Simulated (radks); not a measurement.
Values are calculated unless marked as measured or tabulated.
All-electron atom: Cu II in [Ar] 3d10. Level of theory: Dirac Kohn-Sham, PBE, spin-unpolarised, spherical densities, finite nucleus; Fermi nuclear charge, rms radius 3.8823 fm (a radial shooting solver on a logarithmic mesh with Libxc functionals). Some entries of the table are withheld. Estimate them.

orbital  occ.  eigenvalue (eV)  <r^2> (bohr^2)
1s1/2       2              (1)        0.003656
2s1/2       2        -1070.473         0.06521
2p1/2       2              (2)         0.05122
2p3/2       4              (3)         0.05277
3s1/2       2        -123.2886          0.5876
3p1/2       2         -82.5038          0.6542
3p3/2       4         -79.9320          0.6735
3d3/2       4         -13.8228           1.405
3d5/2       6         -13.5499           1.435

Answer. 
(1) 1s1/2 eigenvalue (eV): -8857.468
(2) 2p1/2 eigenvalue (eV): -938.7900
(3) 2p3/2 eigenvalue (eV): -918.2911
